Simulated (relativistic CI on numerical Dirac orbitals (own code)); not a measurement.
# Hyperfine structure of W²⁶⁺, mass number 183

Method of calculation: Dirac-Coulomb-Breit CI, separate exchange-only KLI orbitals for each configuration, a model potential for QED, unscaled Slater integrals (own radial code, finite nucleus).

Configurations in the expansion (outside the closed core [Ar] 3d10): 4s2 4p6 4d10 4f2, 4s2 4p6 4d10 4f 5s, 4s2 4p6 4d9 4f3, 4s2 4p6 4d10 5s2, 4s2 4p6 4d10 4f 5p, 4s2 4p6 4d10 5s 5p, 4s2 4p5 4d10 4f3, 4s2 4p6 4d10 4f 5d, 4s2 4p6 4d10 5p2, 4s2 4p6 4d10 5s 5d, 4s2 4p6 4d9 4f2 5s, 4s2 4p6 4d10 5p 5d, 4s2 4p6 4d9 4f 5s2, 4s 4p6 4d10 4f3, 4s2 4p6 4d10 4f 5f, 4s2 4p6 4d9 4f 5s 5p. Levels of other configurations are missing.

Nuclear spin I = 1/2, μ = 0.11739 μN (tables of Stone and Pyykkö). The electronic factors are computed for point nuclear moments, without core polarisation or the Bohr-Weisskopf and QED corrections.

```
                Level  E (cm⁻¹)  A (MHz)
4s2 4p6 4d10 4f2 3H_4       0.0    982.2
4s2 4p6 4d10 4f2 3F_2   19579.0    978.2
4s2 4p6 4d10 4f2 3H_5   25307.8    702.3
4s2 4p6 4d10 4f2 3F_3   38856.2    623.9
4s2 4p6 4d10 4f2 3H_6   46887.6    575.6
4s2 4p6 4d10 4f2 3F_4   68211.7    533.1
4s2 4p6 4d10 4f2 1D_2   72970.8    565.4
4s2 4p6 4d10 4f2 3P_1   88581.0   -35.67
```

Levels with J = 0, under 50 % of one LS term, or S terms without an open s electron are left out. Small factors come from cancelling terms and can be off by tens of per cent or more.

At this charge energies of transitions that change n are usually good to better than 1 %, and those within a shell (Δn = 0) to a few per cent. Terms inside the open d or f shell come out 10 to 20 % too wide with unscaled integrals.

Give the hyperfine levels of 4s2 4p6 4d10 4f2 3H_4 relative to its centre of gravity.

With K = F(F + 1) − I(I + 1) − J(J + 1), E = AK/2: F = 7/2: -2455, F = 9/2: 1964 MHz.

LS names give the leading component of a level, which can be under half, so a name can repeat, a term be missing and a line seem to break the LS rules.
